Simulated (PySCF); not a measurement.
Ligand exchange on a metal centre used in film growth or etching (Ti Cl-F). Gas-phase values, no solvent.

Method: PySCF 2.14.0 with PBE-D3(BJ)/def2-TZVP // TPSS-D3(BJ)/def2-SVP. 

```csv
species,HOMO–LUMO gap (eV),coordination number
0 of 4 Cl replaced by F ([Ti(Cl)4]),3.64,4
2 of 4 Cl replaced by F ([Ti(Cl)2(F)2]),3.96,4
3 of 4 Cl replaced by F ([Ti(Cl)(F)3]),4.41,…
4 of 4 Cl replaced by F ([Ti(F)4]),6.35,…
```

**Question.** What belongs in the gaps?

**Answer.** 
- 3 of 4 Cl replaced by F ([Ti(Cl)(F)3]), coordination number: 4
- 4 of 4 Cl replaced by F ([Ti(F)4]), coordination number: 4
